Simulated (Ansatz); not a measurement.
`C[SiH](N)Cl` + H–F → `C[SiH](F)Cl` + NH₃ at 400 K and 1 bar (ligand exchange at the Si–N bond).

Isolated molecules relaxed with PBE0-D4/def2-TZVP in Ansatz; ΔE leaves out vibrations. CBS: MP2 limit from def2 TZ/QZ plus the TZ coupled-cluster correction, frozen cores. This one scheme is used for every species. Each species was taken in one conformer, which may not be the lowest.

| species | CCSD(T)/CBS energy (Eh) | H − E (kJ/mol) | S (J/(mol·K)) |
| --- | --- | --- | --- |
| `C[SiH](N)Cl` | -845.32705 | 224.7 | 364.1 |
| H–F | -100.39570 | 36.5 | 182.2 |
| `C[SiH](F)Cl` | -889.24457 | 158.9 | 345.5 |
| NH₃ | -56.50880 | 104.2 | 203.1 |

H − E and S are ideal-gas, rigid-rotor, harmonic terms from PBE0-D4/def2-TZVP, for one conformer and one mirror image of each species. 1 Eh = 2625.50 kJ/mol, R = 8.31446 J/(mol·K).

Q: By hand: ΔE, ΔH, ΔS and ΔG.

A: ΔE = (-889.24457) + (-56.50880) − (-845.32705) − (-100.39570) = -0.03062 Eh = -80.4 kJ/mol. Δ(H − E) = 158.9 + 104.2 − 224.7 − 36.5 = 1.9, so ΔH = -78.5 kJ/mol. ΔS = 345.5 + 203.1 − 364.1 − 182.2 = 2.3 J/(mol·K). ΔG = -78.5 − 400 × (2.3)/1000 = -79.4 kJ/mol.

Q: By hand: the equilibrium constant, and the temperature at which ΔG would vanish if ΔH and ΔS stayed fixed.

A: log₁₀ K = −ΔG/(RT ln 10) = 10.4. ΔH and −TΔS have one sign here, so there is no such temperature.

The number of gas molecules stays the same, so ΔS is small and ΔH decides. A doubt of 5 kJ/mol in ΔE shifts log₁₀ K by 0.7 here. Other conformers and mirror images would add mixing entropy, several J/(mol·K) or more a flexible species. These are equilibria of isolated gas molecules and say nothing of rates. Largest T1 diagnostic: 0.010 (customary marks: 0.02 for closed shells, 0.045 for open ones).

ΔS is within the doubt of such terms, so its sign, and with it that verdict, could turn.
